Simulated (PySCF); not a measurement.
# [Yb(H2S)2]3+ at several levels of theory

Computed with PySCF 2.14.0 (density fitting, no spin-orbit coupling) at the geometry relaxed with PBE0:

```xyz
7
[Yb(H2S)2]3+ (singlet in the valence; each metal's 4f electrons, 13 of them, lie in its core potential, out of spins and levels)
Yb   -1.3351    0.0000    0.0000
S     0.4594    0.2067    2.0437
H     0.7973    1.5337    2.1531
H    -0.2442    0.1051    3.2196
S     0.4594   -0.2067   -2.0437
H     0.7973   -1.5337   -2.1531
H    -0.2442   -0.1051   -3.2196
```

```
level                                                 basis    state  HOMO (eV)  gap (eV)  charge on Yb1 (e)  population of f-type functions on Yb1 (polarisation alone where 4f lies in the core)  dipole about the centre of mass (D)  largest force component (eV/Å)
 PBE0     Yb lcecp-1-SVP with ECP59, S def2-SVP, H def2-SVP  singlet     -23.15      4.94               1.87                                                                                  0.01                                 0.37                            0.01
B3LYP                                              the same  singlet     -22.89      4.28               1.82                                                                                  0.01                                 0.59                            0.20
 PBE0  Yb lcecp-1-TZVP with ECP59, S def2-TZVP, H def2-TZVP  singlet     -23.06      5.00               1.98                                                                                  0.01                                 0.87                            0.22
```

In the lcecp rows the 4f levels are missing from HOMO and gap, and the state counts the valence alone.

Charges are Mulliken's, which hang on the basis. The relaxation used the grid (50, 194), these runs (75, 302) or, all-electron (x2c bases, spin-free X2C Hamiltonian), (99, 590).

(1) A further run in the first row's basis gives HOMO (eV) -22.01, gap (eV) 2.89, charge on Yb1 (e) 1.77, population of f-type functions on Yb1 (polarisation alone where 4f lies in the core) 0.01, dipole about the centre of mass (D) 0.98, largest force component (eV/Å) 0.28. Which level was it?
A. BLYP
B. PBE
C. r2SCAN

An lcecp potential fixes the number of 4f electrons, so in runs with it no electron can move into or out of that shell.

Results:

(1) B. The others give HOMO -22.22 eV (r2SCAN); -21.82 eV (BLYP).
